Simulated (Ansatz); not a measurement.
A first, cheap relaxation of Br2F2Si, SMILES `F[Si](F)(Br)Br`.

```yaml
crystal:
  periodic: [false, false, false]
  atoms:
    - {symbol: F, position_ang: [1.423700, -0.999400, -0.169900]}
    - {symbol: Si, position_ang: [0.039800, -0.106500, 0.080500]}
    - {symbol: F, position_ang: [-0.637900, -0.550600, 1.462000]}
    - {symbol: Br, position_ang: [-1.324200, -0.456700, -1.556600]}
    - {symbol: Br, position_ang: [0.548500, 2.039400, 0.142600]}
basis:
  gaussian: {orbitals: def2-SVP}
hamiltonian: {xc: pbe, dispersion: d4}
relax: {f_tol: 0.03, max_steps: 200}
```

```sh
$ ansatz run in.yaml --threads 4 --pin off --events-out ev --progress --plain --max-ram 10444MiB
```

It prints (some lines left out):

```
Functional definition: PBE
mean field -153355.82404962 eV, -5635.7225855124 hartree, gradient 3.4e-5 eV, S^2 0.000000; 0 other end points of the search recorded, 0 dependent functions left out
relax step   1: F+E_penalty+E_count = -153356.01427522 eV  Δ(F+E_penalty+E_count) = +0.000e0 eV  max|allowed force component| = 1.669e0 eV/Å  Δτ_max = 0.0000 Å  (26 SCF iters, accepted)
mean field -153355.87457115 eV, -5635.7244421447 hartree, gradient 9.5e-6 eV, S^2 0.000000; 0 other end points of the search recorded, 0 dependent functions left out
relax step   2: F+E_penalty+E_count = -153356.06303396 eV  Δ(F+E_penalty+E_count) = -4.876e-2 eV  max|allowed force component| = 9.850e-1 eV/Å  Δτ_max = 0.0829 Å  (28 SCF iters, accepted)
mean field -153355.89218903 eV, -5635.7250895898 hartree, gradient 8.8e-5 eV, S^2 0.000000; 0 other end points of the search recorded, 0 dependent functions left out
relax step   3: F+E_penalty+E_count = -153356.08129003 eV  Δ(F+E_penalty+E_count) = -1.826e-2 eV  max|allowed force component| = 2.276e-1 eV/Å  Δτ_max = 0.0315 Å  (26 SCF iters, accepted)
mean field -153355.89430006 eV, -5635.7251671684 hartree, gradient 8.3e-5 eV, S^2 0.000000; 0 other end points of the search recorded, 0 dependent functions left out
relax step   4: F+E_penalty+E_count = -153356.08330212 eV  Δ(F+E_penalty+E_count) = -2.012e-3 eV  max|allowed force component| = 2.666e-2 eV/Å  Δτ_max = 0.0125 Å  (25 SCF iters, accepted)
mean field -153355.89430006 eV, -5635.7251671684 hartree, gradient 8.3e-5 eV, S^2 0.000000; 1 other end points of the search recorded, 0 dependent functions left out
Total energy: -153356.08333039 eV, -5635.7321139052 hartree
Atom 0 at     1.389433    -0.966374    -0.151066 Å, force    -0.023156     0.001320     0.009949 eV/Å
Atom 1 at     0.046071    -0.088706     0.056161 Å, force     0.026658     0.003808     0.019830 eV/Å
Atom 2 at    -0.618468    -0.549704     1.457191 Å, force     0.009940    -0.009022    -0.012931 eV/Å
Atom 3 at    -1.353023    -0.505736    -1.583278 Å, force    -0.006907     0.002650    -0.008447 eV/Å
Atom 4 at     0.585887     2.036721     0.179592 Å, force    -0.006535     0.001243    -0.008401 eV/Å
Dipole moment:    -0.067133     0.126659    -0.116238 e Å
```

Run time 4.9 s (4 threads of an Arm Neoverse V1 on a shared host); peak host memory 0.17 GiB.
